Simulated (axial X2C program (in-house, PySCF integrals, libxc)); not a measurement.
## Correcting the dissociation energy of BeBr for spin–orbit coupling

A spin-free CCSD(T) curve (one-electron X2C) was computed with an in-house relativistic program for diatomic molecules, basis Br dyall-cv3z [8s9p6d4f1g], Be dyall-cv3z [8s8p3d1f] (cores contracted in-house), for the state M_S = 1/2, Λ = 0 (beyond evenly filled blocks: σα). It gives D0 = 3.133 eV to Br + Be, which in a spin-free picture are the weighted means of the ground terms.

Correlated methods: 9 electrons correlated (number of frozen shells: Br 3 s, 2 p, 1 d; Be 1 s), 191 virtual spin orbitals or spinors in MP2, 90 natural virtuals in coupled cluster.

Measured levels of the ground terms (NIST Handbook of Basic Atomic Spectroscopic Data), in cm⁻¹: Br 2P: J = 3/2 at 0, J = 1/2 at 3685.2; Be 1S: J = 0 at 0.

The molecular state has Λ = 0, so it has no first-order lowering.

How far does each ground level lie under the (2J+1)-weighted mean of its term?

Br: (4 × 0 + 2 × 3685.2)/6 = 1228 cm⁻¹; Be: a single level, 0.

Correct D0.

D0 = 3.133 + (0 − 1228)/8065.5 = 2.981 eV at CCSD(T) with these spin–orbit terms. The direct two-component run gives 2.990 eV; the difference holds second-order terms in the molecule, scalar two-electron terms, the gap between measured and computed atomic splittings (a 2c atom can miss part of its lowering) and, in coupled cluster, the truncation of each run.

Second-order spin–orbit effects in the molecule, which grow quickly with Z, are left out. One determinant describes the state; a PBE0 search over occupations chose it and may have missed a lower one. De is counted from the lowest determinant-based energies of the atoms at the same level, without counterpoise correction. Coupled cluster ran in a truncated set of natural virtual spinors; the MP2 energy of the rest was added. (T) has no such correction and the atoms are truncated less, which lowers De at CCSD(T) by a hundredth of an eV or more.
